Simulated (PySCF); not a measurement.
# How methods differ on the excitation energy of F

F [He] 2s2 2p5 (2P) → F [He] 2s1 2p6 (2S), as a difference of total energies. Calculation: PySCF 2.14, in aug-cc-pVTZ (5s4p3d2f, 46 functions); no relativity, point nucleus. Correlated levels: valence: 1s2 frozen. The calculations carry no spin-orbit coupling.

| method | excitation energy (cm⁻¹) |
| --- | --- |
| UHF | 192770 |
| MP2 (valence) | 176640 |
| SCS-MP2 (valence) | 175720 |
| CCSD (valence) | 169220 |
| CCSD(T) (valence) | 157170 |

A first-order spin-orbit estimate (lowest level to lowest level, LS coupling) adds 0.017 eV.

The upper state lies above the first ionisation limit, where it may autoionise and the basis confines it.

The coupled-cluster amplitudes are large for the upper state (T1 above 0.03 or a double amplitude above 0.15), so a single reference is strained.
